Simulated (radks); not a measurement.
Neutral osmium inside a hard spherical wall (all orbitals vanish at R), configuration held at [Xe] 4f14 5d6 6s2 and not refilled when levels cross. Method: scalar-relativistic Kohn-Sham, PBE, spin-unpolarised, spherical densities, finite nucleus; Fermi nuclear charge, rms radius 5.4126 fm; computed with a radial shooting solver on a logarithmic mesh with Libxc functionals. Eigenvalues in eV, with the zero of energy where the potential of the charges vanishes at infinity; a dash marks a level that is unbound or too diffuse for the functional's potential to be trusted. A positive occupied level is held by the wall or, in an anion where self-interaction has pushed it up, behind a barrier. The pressure on the wall is -dE/dV.

R (bohr)  E (hartree)  kinetic (hartree)    e(4f)    e(5p)   e(5d)   e(6s)  e(6p, empty)  e(7s, empty)  pressure (GPa)
free      -17250.7248          19112.198  -51.987  -50.845  -6.258  -6.144        -1.270             -               0
20        -17250.7248          19112.198  -51.987  -50.845  -6.258  -6.144        -1.270             -        < 0.0001
15        -17250.7248          19112.198  -51.987  -50.845  -6.258  -6.143        -1.266         0.279        < 0.0001
7         -17250.7153          19112.278  -51.599  -50.463  -5.910  -5.799        -0.226         6.504           0.580
6         -17250.6904          19112.442  -50.947  -49.835  -5.344  -5.186         0.986        11.413            2.90
5         -17250.5966          19112.958  -49.248  -48.236  -3.902  -3.455         3.918        21.563            16.1
1.5       -17188.7488          19322.987   87.607   92.300  170.14  369.11        433.20        875.36          185000
